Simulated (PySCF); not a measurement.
## How exact exchange moves a shielding

Molecule: `C(CNB)C`, C$_{3}$H$_{10}$BN.

Molfile (atoms numbered from 1):
```
C3H10BN
     RDKit          3D

 15 14  0  0  0  0  0  0  0  0999 V2000
   -2.6133   -0.0951   -0.4091 B   0  0  0  0  0  0  0  0  0  0  0  0
   -1.4248   -0.3193    0.2714 N   0  0  0  0  0  0  0  0  0  0  0  0
   -0.1781    0.3953    0.1195 C   0  0  0  0  0  0  0  0  0  0  0  0
    0.9515   -0.4718   -0.4226 C   0  0  0  0  0  0  0  0  0  0  0  0
    2.2566    0.2912   -0.5785 C   0  0  0  0  0  0  0  0  0  0  0  0
   -3.5658   -0.8035   -0.1760 H   0  0  0  0  0  0  0  0  0  0  0  0
   -2.6647    0.8050   -1.2176 H   0  0  0  0  0  0  0  0  0  0  0  0
   -1.3779   -1.0817    0.9400 H   0  0  0  0  0  0  0  0  0  0  0  0
    0.1306    0.8307    1.0883 H   0  0  0  0  0  0  0  0  0  0  0  0
   -0.3581    1.2426   -0.5602 H   0  0  0  0  0  0  0  0  0  0  0  0
    1.1010   -1.3342    0.2515 H   0  0  0  0  0  0  0  0  0  0  0  0
    0.6343   -0.8945   -1.3906 H   0  0  0  0  0  0  0  0  0  0  0  0
    2.5945    0.7109    0.3826 H   0  0  0  0  0  0  0  0  0  0  0  0
    3.0598   -0.3580   -0.9570 H   0  0  0  0  0  0  0  0  0  0  0  0
    2.1478    1.1303   -1.2840 H   0  0  0  0  0  0  0  0  0  0  0  0
  1  2  1  0
  2  3  1  0
  3  4  1  0
  4  5  1  0
  1  6  1  0
  1  7  1  0
  2  8  1  0
  3  9  1  0
  3 10  1  0
  4 11  1  0
  4 12  1  0
  5 13  1  0
  5 14  1  0
  5 15  1  0
M  END
```

GIAO shieldings (ppm, equivalent atoms averaged) in PySCF on the PBE0-D3(BJ)/def2-SVP geometry, basis pcSseg-1, gas phase, non-relativistic:

| functional | exact exchange (%) | σ(B1) | σ(N2) | σ(C3) |
| --- | --- | --- | --- | --- |
| BLYP | 0 | 58.0 | 93.1 | 115.0 |
| BP86 | 0 | 61.0 | 98.8 | 120.8 |
| PBE | 0 | 60.2 | 97.5 | 120.9 |
| PBE0 | 25 | 63.8 | 109.0 | 128.2 |
| mPW1PW91 | 25 | 63.9 | 109.2 | 127.6 |
| BHandHLYP | 50 | 65.2 | 115.4 | 129.3 |
| HF | 100 | 75.0 | 136.2 | 141.4 |

Problem. Fit each shielding as a line in the percentage of exact exchange.

Solution. σ(B1) = 59.7 + 0.15 x (rms 1.1 ppm); σ(N2) = 97.2 + 0.39 x (rms 2.1 ppm); σ(C3) = 119.9 + 0.22 x (rms 2.4 ppm). The functionals also differ in their semilocal parts, which the line can't hold; Hartree–Fock has no correlation at all.

Problem. What does the line predict for B3LYP (20 %), and what does the run give?

Solution. σ(B1): 62.7 predicted, 60.8 computed; σ(N2): 105.0 predicted, 102.5 computed; σ(C3): 124.3 predicted, 121.4 computed ppm.
